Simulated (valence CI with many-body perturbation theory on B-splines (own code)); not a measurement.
# E1 transitions of Dy³³⁺

Method: configuration interaction combined with many-body perturbation theory (CI+MBPT): five valence electrons over a frozen Dirac-Fock core [Ar] 3d10, a basis of 9 s, 9 p, 8 d, 6 f, 3 g, 1 h functions for each j, with the one-electron correlation potential Σ1, the two-electron term Σ2, the three-electron term Σ3, Breit, model QED; selected CI, second order for the rest (own B-spline code, finite nucleus).

The last digits are not significant, and no measured levels were compared; by estimate large intervals hold to a few tenths of a per cent, small ones and those within an open d or f shell to about a per cent. Among the levels kept, up to 270 cm⁻¹ of a level comes from second order outside the variational space, and about a tenth of that is noise between levels of different J, which matters for small intervals.

Lines 1 to 50 of 213 in falling wavelength, among levels below 2158400 cm⁻¹, chosen from the strongest by gf and those to the six lowest levels. Wavelengths and rates use the calculated energies. Electric multipoles are in the length gauge, E1 and E2 with the static RPA response of the core. Weak lines are less certain than strong ones. Lines between different terms over intervals too small for the method are left out, as are lines whose strength nearly cancels. The highest levels of a list are the least certain.

Levels are named by their leading jj configuration (3d3/2^4 stands for four electrons in 3d with j = 3/2), which in mixed levels can hold well under half, so a name can repeat and another be missing. Letters in brackets count levels of one name in rising energy.

| λ vac (Å) | Upper | Lower | A (s⁻¹) | S (a.u.) |
| --- | --- | --- | --- | --- |
| 654.4 | (4s 4p1/2^2 4p3/2^2) J=5/2 | (4s^2 4p3/2^3) J=3/2 | 4.83e+05 | 4.01e-04 |
| 590.8 | (4s^2 4p1/2^2 4d3/2) J=3/2 | (4s^2 4p3/2^3) J=3/2 | 1.10e+06 | 4.49e-04 |
| 373.7 | (4s 4p1/2^2 4p3/2^2) J=1/2 | (4s^2 4p3/2^3) J=3/2 | 1.98e+07 | 1.02e-03 |
| 341.3 | (4s 4p1/2^2 4p3/2^2) J=3/2 | (4s^2 4p3/2^3) J=3/2 | 4.78e+07 | 3.76e-03 |
| 309.1 | (4s^2 4p1/2^2 4d5/2) J=5/2 | (4s^2 4p3/2^3) J=3/2 | 3.20e+05 | 2.80e-05 |
| 227.9 | (4s 4p1/2^2 4p3/2 4d3/2) J=3/2 [a] | (4s^2 4p1/2 4p3/2 4d3/2) J=1/2 [b] | 3.00e+08 | 7.01e-03 |
| 227.8 | (4s 4p1/2^2 4p3/2 4d3/2) J=7/2 | (4s^2 4p1/2 4p3/2 4d5/2) J=5/2 [a] | 1.45e+08 | 6.75e-03 |
| 208.4 | (4s 4p1/2^2 4p3/2 4d3/2) J=5/2 [a] | (4s^2 4p1/2 4p3/2 4d3/2) J=3/2 [b] | 1.29e+09 | 3.47e-02 |
| 200.2 | (4s 4p1/2^2 4p3/2 4d3/2) J=7/2 | (4s^2 4p1/2 4p3/2 4d3/2) J=5/2 [b] | 2.55e+09 | 8.09e-02 |
| 199.4 | (4s 4p1/2^2 4p3/2 4d3/2) J=7/2 | (4s^2 4p1/2 4p3/2 4d5/2) J=9/2 | 1.96e+08 | 6.15e-03 |
| 198.3 | (4s 4p1/2^2 4p3/2 4d3/2) J=1/2 [a] | (4s 4p1/2 4p3/2^3) J=1/2 | 1.05e+09 | 8.06e-03 |
| 197.3 | (4s 4p1/2^2 4p3/2 4d3/2) J=1/2 [b] | (4s^2 4p1/2 4p3/2 4d5/2) J=3/2 [c] | 9.85e+08 | 7.47e-03 |
| 196.0 | (4s 4p1/2^2 4p3/2 4d5/2) J=3/2 | (4s^2 4p1/2 4p3/2 4d5/2) J=3/2 [b] | 6.94e+08 | 1.03e-02 |
| 194.1 | (4s 4p1/2^2 4p3/2 4d3/2) J=5/2 [b] | (4s^2 4p1/2 4p3/2 4d5/2) J=7/2 [b] | 7.04e+08 | 1.52e-02 |
| 187.4 | (4s 4p1/2 4p3/2^3) J=3/2 | (4s^2 4p3/2^3) J=3/2 | 5.56e+07 | 7.22e-04 |
| 186.3 | (4s 4p1/2^2 4p3/2 4d5/2) J=5/2 | (4s^2 4p1/2 4p3/2 4d5/2) J=3/2 [b] | 1.17e+09 | 2.25e-02 |
| 186.3 | (4s 4p1/2^2 4p3/2 4d3/2) J=5/2 [b] | (4s^2 4p1/2 4p3/2 4d5/2) J=5/2 [a] | 5.56e+08 | 1.06e-02 |
| 183.3 | (4s 4p1/2^2 4p3/2 4d5/2) J=3/2 | (4s^2 4p1/2 4p3/2 4d3/2) J=1/2 [b] | 5.75e+08 | 6.99e-03 |
| 182.9 | (4s^2 4p1/2 4p3/2 4d3/2) J=5/2 [a] | (4s^2 4p3/2^3) J=3/2 | 4.85e+08 | 8.78e-03 |
| 182.8 | (4s^2 4p1/2^2 4d3/2) J=3/2 | (4s^2 4p1/2 4p3/2^2) J=1/2 | 1.25e+06 | 1.50e-05 |
| 182.4 | (4s^2 4p1/2 4p3/2 4d3/2) J=1/2 [a] | (4s^2 4p3/2^3) J=3/2 | 3.90e+08 | 2.34e-03 |
| 180.6 | (4s 4p1/2^2 4p3/2 4d3/2) J=3/2 [b] | (4s^2 4p1/2 4p3/2 4d3/2) J=3/2 [b] | 2.58e+09 | 3.00e-02 |
| 180.6 | (4s^2 4p1/2 4p3/2 4d3/2) J=3/2 [a] | (4s^2 4p3/2^3) J=3/2 | 1.06e+09 | 1.23e-02 |
| 179.9 | (4s 4p1/2^2 4p3/2 4d3/2) J=3/2 [b] | (4s^2 4p1/2 4p3/2 4d3/2) J=5/2 [b] | 9.88e+08 | 1.14e-02 |
| 178.9 | (4s 4p1/2^2 4p3/2 4d5/2) J=5/2 | (4s^2 4p1/2 4p3/2 4d5/2) J=5/2 [a] | 1.89e+09 | 3.20e-02 |
| 176.9 | (4s 4p1/2^2 4p3/2 4d5/2) J=9/2 | (4s^2 4p1/2 4p3/2 4d5/2) J=9/2 | 3.84e+09 | 1.05e-01 |
| 176.5 | (4s 4p1/2^2 4p3/2 4d3/2) J=5/2 [a] | (4s 4p1/2 4p3/2^3) J=5/2 | 3.74e+08 | 6.08e-03 |
| 175.2 | (4s 4p1/2^2 4p3/2 4d3/2) J=3/2 [a] | (4s 4p1/2 4p3/2^3) J=5/2 | 7.51e+08 | 7.97e-03 |
| 174.2 | (4s 4p1/2^2 4p3/2 4d3/2) J=3/2 [b] | (4s 4p1/2 4p3/2^3) J=1/2 | 7.54e+08 | 7.87e-03 |
| 173.9 | (4s 4p1/2^2 4p3/2 4d3/2) J=5/2 [a] | (4s^2 4p1/2 4p3/2 4d3/2) J=7/2 | 1.42e+09 | 2.22e-02 |
| 173.7 | (4s 4p1/2^2 4p3/2 4d5/2) J=3/2 | (4s^2 4p1/2 4p3/2 4d5/2) J=3/2 [a] | 1.69e+09 | 1.75e-02 |
| 173.3 | (4s 4p1/2^2 4p3/2^2) J=5/2 | (4s^2 4p1/2 4p3/2^2) J=5/2 | 4.08e+09 | 6.28e-02 |
| 171.8 | (4s 4p1/2^2 4p3/2 4d3/2) J=1/2 [b] | (4s^2 4p1/2 4p3/2 4d3/2) J=1/2 [b] | 1.84e+09 | 9.22e-03 |
| 169.3 | (4s 4p1/2^2 4p3/2 4d5/2) J=3/2 | (4s^2 4p1/2 4p3/2 4d3/2) J=3/2 [b] | 1.34e+09 | 1.29e-02 |
| 168.8 | (4s 4p1/2^2 4p3/2 4d3/2) J=7/2 | (4s^2 4p1/2 4p3/2 4d3/2) J=7/2 | 4.58e+09 | 8.70e-02 |
| 168.5 | (4s^2 4p1/2^2 4d3/2) J=3/2 | (4s^2 4p1/2 4p3/2^2) J=5/2 | 1.82e+09 | 1.72e-02 |
| 168.3 | (4s 4p1/2 4p3/2^3) J=5/2 | (4s^2 4p3/2^3) J=3/2 | 4.36e+09 | 6.15e-02 |
| 168.0 | (4s 4p1/2^2 4p3/2 4d3/2) J=5/2 [b] | (4s^2 4p1/2 4p3/2 4d3/2) J=3/2 [b] | 8.38e+08 | 1.18e-02 |
| 167.4 | (4s 4p1/2^2 4p3/2 4d3/2) J=5/2 [b] | (4s^2 4p1/2 4p3/2 4d3/2) J=5/2 [b] | 1.64e+09 | 2.28e-02 |
| 166.1 | (4s 4p1/2^2 4p3/2 4d5/2) J=5/2 | (4s^2 4p1/2 4p3/2 4d5/2) J=3/2 [a] | 2.90e+09 | 3.93e-02 |
| 165.2 | (4s 4p1/2^2 4p3/2 4d5/2) J=9/2 | (4s^2 4p1/2 4p3/2 4d5/2) J=7/2 [a] | 8.12e+09 | 1.81e-01 |
| 164.7 | (4s 4p1/2^2 4p3/2 4d3/2) J=5/2 [a] | (4s^2 4p1/2 4p3/2 4d3/2) J=3/2 [a] | 8.25e+08 | 1.09e-02 |
| 163.7 | (4s 4p1/2^2 4p3/2 4d5/2) J=3/2 | (4s 4p1/2 4p3/2^3) J=1/2 | 1.85e+09 | 1.60e-02 |
| 163.6 | (4s 4p1/2^2 4p3/2 4d3/2) J=3/2 [a] | (4s^2 4p1/2 4p3/2 4d3/2) J=3/2 [a] | 3.16e+09 | 2.73e-02 |
| 163.6 | (4s 4p1/2^2 4p3/2 4d3/2) J=1/2 [a] | (4s^2 4p1/2 4p3/2 4d3/2) J=3/2 [a] | 1.84e+09 | 7.96e-03 |
| 162.8 | (4s 4p1/2^2 4p3/2^2) J=5/2 | (4s^2 4p1/2 4p3/2^2) J=3/2 | 6.85e+09 | 8.76e-02 |
| 162.8 | (4s 4p1/2^2 4p3/2 4d3/2) J=5/2 [a] | (4s^2 4p1/2 4p3/2 4d3/2) J=5/2 [a] | 4.89e+09 | 6.25e-02 |
| 162.1 | (4s 4p1/2^2 4p3/2 4d3/2) J=3/2 [a] | (4s^2 4p1/2 4p3/2 4d3/2) J=1/2 [a] | 1.79e+09 | 1.50e-02 |
| 162.1 | (4s 4p1/2^2 4p3/2 4d3/2) J=1/2 [a] | (4s^2 4p1/2 4p3/2 4d3/2) J=1/2 [a] | 6.28e+09 | 2.64e-02 |
| 161.7 | (4s 4p1/2^2 4p3/2 4d3/2) J=3/2 [a] | (4s^2 4p1/2 4p3/2 4d3/2) J=5/2 [a] | 2.52e+09 | 2.11e-02 |
